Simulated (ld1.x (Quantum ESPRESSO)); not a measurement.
**An all-electron radial function and its pseudo partner (antimony)**

Columns: radius, all-electron u(r) and pseudo u(r) of the 5s shell (level -13.09 eV) of antimony in the configuration [Kr] 4d10 5s1.75 5p3.25; Wu–Cohen, scalar-relativistic, TM semilocal scheme, ld1.x (Quantum ESPRESSO) 7.5.

| r (bohr) | all-electron | pseudo |
| --- | --- | --- |
| 0.100 | -0.1433 | 0.0319 |
| 0.200 | 0.1994 | 0.0633 |
| 0.300 | 0.1925 | 0.0937 |
| 0.400 | -0.0582 | 0.1227 |
| 0.500 | -0.2819 | 0.1503 |
| 0.600 | -0.3769 | 0.1773 |
| 0.700 | -0.3478 | 0.2049 |
| 0.800 | -0.2347 | 0.2356 |
| 0.900 | -0.0793 | 0.2721 |
| 1.000 | 0.0876 | 0.3178 |
| 1.100 | 0.2465 | 0.3751 |
| 1.200 | 0.3867 | 0.4444 |
| 1.300 | 0.5037 | 0.5221 |
| 1.400 | 0.5967 | 0.5999 |
| 1.500 | 0.6670 | 0.6671 |
| 1.600 | 0.7165 | 0.7165 |
| 1.700 | 0.7484 | 0.7484 |
| 1.800 | 0.7650 | 0.7650 |
| 1.900 | 0.7694 | 0.7694 |
| 2.000 | 0.7636 | 0.7636 |
| 2.100 | 0.7497 | 0.7497 |
| 2.200 | 0.7296 | 0.7296 |
| 2.300 | 0.7048 | 0.7048 |
| 2.400 | 0.6765 | 0.6765 |
| 2.500 | 0.6459 | 0.6459 |
| 2.600 | 0.6138 | 0.6138 |

**Question.** How many radial nodes do the two functions have?

**Answer.** The all-electron 5s function has n − l − 1 = 4 (the table is too coarse to show those close to the nucleus); the pseudo-wave has 0, since the states of the same l below it are removed with the core.

**Question.** At about which radius was the pseudo-wave matched?

**Answer.** 1.60 bohr, where the columns begin to agree (steps of 0.10 bohr).

**Question.** Is the pseudo-wave norm-conserving?

**Answer.** Yes: the TM semilocal scheme keeps the norm inside the radius equal to the all-electron one, which fixes the energy derivative of the logarithmic derivative at the level.
